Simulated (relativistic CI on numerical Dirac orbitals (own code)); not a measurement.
## What each ingredient does to the levels of Os23+

Base calculation: Dirac-Coulomb-Breit CI, separate exchange-only KLI orbitals for each configuration, QED by a radiative potential, unscaled Slater integrals.

Configuration list (outside the closed core [Ar] 3d10 4p6 4d10): 4s²4f⁷, 4s²4f⁶5s, 4s²4f⁵5s², 4s²4f⁶6s, 4f⁹. Levels of other configurations are missing.

Variants: (1) Breit term removed; (2) only the first 3 configurations. Shifts of the energy above 4s²4f⁷ ⁸S°7/2, in cm⁻¹, for the lowest level and the first level of each name with at least 55 % of one term (blank where a level changes its place among those of its configuration and J or its character, or is not in the variant):

| Level | Base | Δ(1) | Δ(2) |
| --- | --- | --- | --- |
| 4s²4f⁷ ⁸S°7/2 | 0.0 | 0.0 | 0.0 |
| 4s²4f⁷ ⁶I°7/2 | 76967.6 | -852.3 | +26.8 |
| 4s²4f⁷ ⁶P°3/2 | 78783.3 | -312.5 | +70.0 |
| 4s²4f⁷ ⁶I°9/2 | 81088.1 | -268.7 | +16.2 |
| 4s²4f⁷ ⁶I°17/2 | 82390.7 | +2033.9 | +7.3 |
| 4s²4f⁷ ⁶I°11/2 | 85100.9 | +660.6 | +5.2 |
| 4s²4f⁷ ⁶I°15/2 | 86830.6 | +1870.6 | -1.0 |
| 4s²4f⁷ ⁶I°13/2 | 86832.9 | +1299.4 | +1.2 |
| 4s²4f⁷ ⁶D°9/2 | 91763.8 | +22.0 | +13.5 |
| 4s²4f⁷ ⁶D°1/2 | 103041.4 | +343.3 | -8.9 |
| 4s²4f⁷ ⁶D°3/2 | 104897.1 | +506.0 | +20.9 |
| 4s²4f⁷ ⁴N°19/2 | 128392.7 | +2649.1 | +9.1 |
| 4s²4f⁷ ⁴N°23/2 | 128953.5 | +4306.3 | +6.0 |
| 4s²4f⁷ ⁴N°21/2 | 133572.8 | +3742.7 | 0.0 |
| 4s²4f⁷ ⁴L°19/2 | 144329.4 | +3617.1 | -11.3 |
| 4s²4f⁷ ²Q°23/2 | 154136.6 | +4740.9 | -4.5 |

At this charge energies of transitions that change n are usually good to better than 1 %, and those within a shell (Δn = 0) to a few per cent. Terms inside the open d or f shell come out 10 to 20 % too wide with unscaled integrals.

Ionisation energy from the two ground configurations alone: base 695.42 eV; Breit term removed 695.001 eV. The NIST ASD value (theoretical) is 720 eV. The gap of more than 2 % comes from missing correlation, or from a tabulated value that is itself an estimate.

LS names give the leading component of a level, which can be under half, so a name can repeat, a term be missing and a line seem to break the LS rules.
